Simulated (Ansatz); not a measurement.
Compare A (`CB[SiH2][SiH2]F`) with its isomer B (`BC(F)([SiH3])[SiH3]`).

Gas-phase electronic energies from Ansatz, PBE0-D4/def2-TZVP geometries. CBS: MP2 limit from def2 TZ/QZ plus the TZ coupled-cluster correction, frozen cores. DFT in def2-TZVPP. B3LYP here is the variant with VWN-RPA as its local correlation; programs differ in this. Each species was taken in one conformer, which may not be the lowest.

**Question.** Which isomer does CCSD(T)/CBS put lower? Give the gap. (Best estimate.)

**Answer.** Computed: A, by 50.1 kcal/mol.

**Question.** Give E(B) − E(A) in kcal/mol with MP2/def2-TZVPP, CCSD/def2-TZVPP, PBE-D4, B3LYP-D4, B3LYP, HF/def2-TZVPP, PBE0-D4. (Estimate.)

**Answer.** Computed: MP2/def2-TZVPP 49.3, CCSD/def2-TZVPP 50.0, PBE-D4 49.2, B3LYP-D4 48.2, B3LYP 50.1, HF/def2-TZVPP 51.0, PBE0-D4 50.4. None reverses the order clearly.

Largest T1 diagnostic: 0.014.

From PBE to PBE0 (25 % exact exchange), in def2-TZVPP and without D4, E(B) − E(A) moves by +1.0 kcal/mol. The D4 term adds −1.9 kcal/mol with B3LYP and −0.9 kcal/mol with PBE0; it sums over pairs of atoms, weighted by their polarisabilities, and B3LYP, whose exchange is more repulsive, gets the larger term.
